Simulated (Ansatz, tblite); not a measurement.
Isomers of Cu3O2 (doublet), found by a short tight-binding search and relaxed with B3LYP-D4/def2-SVP in Ansatz.

The xTB rows come from tblite. B3LYP takes the VWN-RPA correlation. HSE06 is defined as in plane-wave codes, on full-range PBE exchange. Correlated methods freeze 29 core orbitals.

Run but left out: HF/def2-SVP, MP2/def2-SVP, CCSD/def2-SVP, CCSD(T)/def2-SVP (flagged by the program: other amplitudes); HF/def2-TZVP, MP2/def2-TZVP, HF/def2-SVP, MP2/def2-SVP (A: a determinant that CCSD turns far, T1 0.053).

B: At PBE-D4/def2-SVP, PBE-D4/def2-TZVP, r2SCAN-D4/def2-TZVP, PBE0-D4/def2-SVP and others the charge 0 doublet is spin-contaminated (final ⟨S²⟩ up to 0.98, 0.75 for a pure state). C: At PBE-QIDH/def2-TZVP the charge 0 doublet is spin-contaminated (final ⟨S²⟩ up to 0.85, 0.75 for a pure state).

Other spin states weren't relaxed.

A:

Cartesian coordinates in Å:
```
Cu 1.571 -0.065 -1.874
Cu -1.674 1.663 0.644
Cu 0.031 -0.487 0.375
O -1.244 0.127 1.423
O 1.316 -1.239 -0.567
```

B:

Cartesian coordinates in Å:
```
Cu -0.9424 -0.1123 1.4110
Cu 1.1301 -1.1724 0.4914
Cu -0.1021 0.6958 -1.0327
O 1.5390 -0.0355 -0.8132
O -1.6247 0.6245 -0.0565
```

C:

```csv
atom,x (Å),y (Å),z (Å)
Cu1,-0.561,1.210,-0.386
Cu2,-0.809,-1.013,0.496
Cu3,1.370,-0.197,-0.111
O4,0.175,0.494,1.295
O5,-0.175,-0.494,-1.295
```

D:

```csv
atom,x (Å),y (Å),z (Å)
Cu1,0.9532,-0.0110,-0.8816
Cu2,-0.0499,0.4486,1.2181
Cu3,-1.6314,-0.8221,-0.6012
O4,-0.8139,0.7819,-0.5585
O5,1.5419,-0.3974,0.8232
```

Question: Estimate their order by electronic energy at B3LYP-D4/def2-TZVP, counted from the lowest.

Answer: A (0.00) < C (0.14) < D (0.18) < B (0.22), in eV.

Question: Do the other levels pick the same lowest one?

Answer: Not GFN1-xTB, GFN2-xTB, PBE-D4/def2-SVP, r2SCAN-D4/def2-TZVP, PBE0-D4/def2-SVP, PBE0-D4/def2-TZVP, HSE06-D4/def2-TZVP, PBE-QIDH/def2-TZVP. Energies above each level's lowest (eV):

```json
{"level": "GFN1-xTB", "A": "0.49", "B": "0.46", "C": "0.00", "D": "0.53"}
{"level": "GFN2-xTB", "A": "0.50", "B": "0.58", "C": "0.00", "D": "0.59"}
{"level": "PBE-D4/def2-SVP", "A": "0.29", "B": "0.26", "C": "0.00", "D": "0.24"}
{"level": "PBE-D4/def2-TZVP", "A": "0.00", "B": "0.22", "C": "0.15", "D": "0.26"}
{"level": "r2SCAN-D4/def2-TZVP", "A": "0.03", "B": "0.13", "C": "0.00", "D": "0.15"}
{"level": "B3LYP-D4/def2-TZVP", "A": "0.00", "B": "0.22", "C": "0.14", "D": "0.18"}
{"level": "PBE0-D4/def2-SVP", "A": "0.50", "B": "0.45", "C": "0.00", "D": "0.26"}
{"level": "PBE0-D4/def2-TZVP", "A": "0.06", "B": "0.25", "C": "0.00", "D": "0.13"}
{"level": "HSE06-D4/def2-TZVP", "A": "0.05", "B": "0.25", "C": "0.00", "D": "0.13"}
{"level": "PBE-QIDH/def2-TZVP", "A": "0.54", "B": "0.65", "C": "0.00", "D": "0.19"}
```
Point groups (tolerance 0.1 Å): A C2v, B C2, C D3h, D Cs. Lower isomers may exist. From def2-SVP to def2-TZVP the PBE0 values move by up to 0.43 eV, so results in the small set are rough.
